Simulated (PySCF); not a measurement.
Settings: PySCF, density fitting, no solvent, no relativity; the PBE0-D3(BJ)/def2-SVP geometry of a molecule is the same in every run. Shieldings use GIAOs. All basis functions are spherical. Starting from PBE0/pcSseg-0, one thing was changed at a time: the basis to 6-31G, the basis to STO-3G, the basis to aug-cc-pVDZ.

Changes against PBE0/pcSseg-0 in 4 molecules:

```json
{"molecule": "CC(=O)[SiH2]F", "changed to": "6-31G", "HOMO energy (eV)": "+0.16", "mean 13C shielding (ppm)": "+20.0", "mean 1H shielding (ppm)": "-0.05"}
{"molecule": "CC(=O)[SiH2]F", "changed to": "STO-3G", "HOMO energy (eV)": "+3.85", "mean 13C shielding (ppm)": "+93.1", "mean 1H shielding (ppm)": "+1.18"}
{"molecule": "CC(=O)[SiH2]F", "changed to": "aug-cc-pVDZ", "HOMO energy (eV)": "+0.07", "mean 13C shielding (ppm)": "+13.7", "mean 1H shielding (ppm)": "-1.04"}
{"molecule": "CC[SiH2][SiH3]", "changed to": "6-31G", "HOMO energy (eV)": "+0.43", "mean 13C shielding (ppm)": "+4.4", "mean 1H shielding (ppm)": "-0.30"}
{"molecule": "CC[SiH2][SiH3]", "changed to": "STO-3G", "HOMO energy (eV)": "+2.54", "mean 13C shielding (ppm)": "+34.2", "mean 1H shielding (ppm)": "+0.90"}
{"molecule": "CC[SiH2][SiH3]", "changed to": "aug-cc-pVDZ", "HOMO energy (eV)": "+0.50", "mean 13C shielding (ppm)": "-0.6", "mean 1H shielding (ppm)": "-1.77"}
{"molecule": "C[SiH2]C[SiH3]", "changed to": "6-31G", "HOMO energy (eV)": "+0.37", "mean 13C shielding (ppm)": "+2.0", "mean 1H shielding (ppm)": "-0.20"}
{"molecule": "C[SiH2]C[SiH3]", "changed to": "STO-3G", "HOMO energy (eV)": "+2.31", "mean 13C shielding (ppm)": "+37.1", "mean 1H shielding (ppm)": "+1.01"}
{"molecule": "C[SiH2]C[SiH3]", "changed to": "aug-cc-pVDZ", "HOMO energy (eV)": "+0.35", "mean 13C shielding (ppm)": "-3.9", "mean 1H shielding (ppm)": "-1.69"}
{"molecule": "C=CB(P)Cl", "changed to": "6-31G", "HOMO energy (eV)": "+0.18", "mean 13C shielding (ppm)": "+21.9", "mean 1H shielding (ppm)": "-0.25"}
{"molecule": "C=CB(P)Cl", "changed to": "STO-3G", "HOMO energy (eV)": "+2.67", "mean 13C shielding (ppm)": "+76.8", "mean 1H shielding (ppm)": "+0.45"}
{"molecule": "C=CB(P)Cl", "changed to": "aug-cc-pVDZ", "HOMO energy (eV)": "+0.08", "mean 13C shielding (ppm)": "+15.4", "mean 1H shielding (ppm)": "-1.47"}
```

For `FB(F)[C@@H]1CS1` the PBE0/pcSseg-0 run gave HOMO energy -7.30 eV, mean 13C shielding 173.4 ppm, mean 1H shielding 30.66 ppm. The changed runs lost their labels:

```csv
run,HOMO energy (eV),mean 13C shielding (ppm),mean 1H shielding (ppm)
A,-7.03,175.3,28.99
B,-3.38,210.6,31.27
C,-7.06,180.9,30.17
```

Which run belongs to which change?

A: aug-cc-pVDZ; B: STO-3G; C: 6-31G.

| run | change of HOMO energy (eV), here / mean of the others | change of mean 13C shielding (ppm), here / mean of the others | change of mean 1H shielding (ppm), here / mean of the others | next best match |
| --- | --- | --- | --- | --- |
| A | +0.27 / +0.25 | +1.9 / +6.1 | -1.67 / -1.49 | 6-31G |
| B | +3.92 / +2.84 | +37.2 / +60.3 | +0.61 / +0.89 | 6-31G |
| C | +0.24 / +0.29 | +7.5 / +12.1 | -0.49 / -0.20 | aug-cc-pVDZ |

Each run is given to the change whose mean effect on the other molecules lies nearest, every quantity measured in units of its scatter between molecules.

Would one quantity have been enough? Give each run to the change with the nearest mean effect on that quantity alone.

mean 1H shielding: 3 of 3 runs rightly; mean 13C shielding: 2 of 3 runs rightly; HOMO energy: 1 of 3 runs rightly.

Only sets that this rule tells apart clearly are shown.
